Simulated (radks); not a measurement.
Task: Neutral gallium is in [Ar] 3d10 4s2 4p1. All-electron calculation, scalar-relativistic Kohn-Sham, PBEsol, spin-polarised, spherical densities, finite nucleus; Fermi nuclear charge, rms radius of each element as measured or else 0.836 A^(1/3) + 0.57 fm. Program: a radial shooting solver on a logarithmic mesh with Libxc functionals. Open shells are filled with parallel spins first. One electron is removed from 3d, 4p, 4s, 3p in turn, with full relaxation. Which removal costs least, and what does each cost?

Result: 4p 5.874 eV; 4s 12.166 eV; 3d 27.290 eV; 3p 107.55 eV. The 4p electron leaves first.
